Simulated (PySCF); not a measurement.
B(All)2(OMe), SMILES O(B(CC=C)CC=C)C (GFN2-xTB optimised geometry):

```
22

B     -0.254     0.130     0.000
C      1.356     0.130     0.000
C      1.989     1.481    -0.015
C      2.652     2.015     0.995
H      1.700    -0.428    -0.878
H      1.709    -0.423     0.875
H      1.861     2.042    -0.932
H      2.795     1.484     1.922
H      3.078     3.002     0.943
C     -1.069     1.508     0.000
C     -2.529     1.353     0.269
C     -3.150     1.822     1.335
H     -0.940     1.973    -0.982
H     -0.630     2.196     0.726
H     -3.078     0.791    -0.475
H     -2.625     2.380     2.095
H     -4.204     1.673     1.498
O     -0.962    -0.999    -0.002
C     -0.425    -2.298    -0.002
H      0.189    -2.466     0.887
H     -1.258    -3.002    -0.003
H      0.192    -2.466    -0.889
```

Level of theory: B3LYP/def2-SVP in PySCF 2.14.0.

Task: What are the frontier orbital energies and the dipole moment?

Result: HOMO-2 -8.24 eV, HOMO-1 -6.86 eV, HOMO -6.42 eV, LUMO 0.30 eV, LUMO+1 0.68 eV; dipole moment 2.30 D.

On the same geometry PBE/def2-SVP (PySCF) gives HOMO-2 -7.05 eV, HOMO-1 -5.93 eV, HOMO -5.49 eV, LUMO -0.53 eV, LUMO+1 -0.18 eV; dipole moment 2.31 D.

Meta-Löwdin charges at B3LYP/def2-SVP: B1 0.34, C2 -0.30, C3 -0.06, C4 -0.25, H5 0.10, H6 0.10, H7 0.09, H8 0.09, H9 0.10, C10 -0.29, C11 -0.06, C12 -0.25, H13 0.11, H14 0.11, H15 0.09, H16 0.09, H17 0.10, O18 -0.34, C19 -0.06, H20 0.10, H21 0.11, H22 0.09.
